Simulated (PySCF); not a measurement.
Gas-phase reaction: 2 GaBr + BrF ⇌ GaF + GaBr₃

Computed with PySCF and rigid-rotor harmonic-oscillator thermochemistry at 1 bar. † marks an energy on the PBE0/def2-TZVP geometry and frequencies; other levels use their own. MP2 and CCSD(T) freeze the core. All species are closed-shell singlets. B3LYP is the form with VWN-RPA correlation. Br, Ga: all electrons, no relativistic terms. MP2 isn't extrapolated to the basis-set limit. CCSD(T) isn't extrapolated to the basis-set limit.

```csv
level,"ΔH°(298 K), kJ"
B3LYP/def2-TZVP†,[?]
CCSD(T)/def2-SVP†,[?]
HF/def2-TZVP†,-454
MP2/def2-SVP†,[?]
PBE/def2-SVP,-417
PBE0/def2-QZVP†,-432
PBE0/def2-TZVP,-433
r2SCAN/def2-TZVP†,-454
LDA/def2-TZVP†,[?]
```

Task: Some entries are withheld; supply them.

Result: 
- B3LYP/def2-TZVP†, ΔH°(298 K), kJ: -397
- CCSD(T)/def2-SVP†, ΔH°(298 K), kJ: -468
- MP2/def2-SVP†, ΔH°(298 K), kJ: -507
- LDA/def2-TZVP†, ΔH°(298 K), kJ: -446
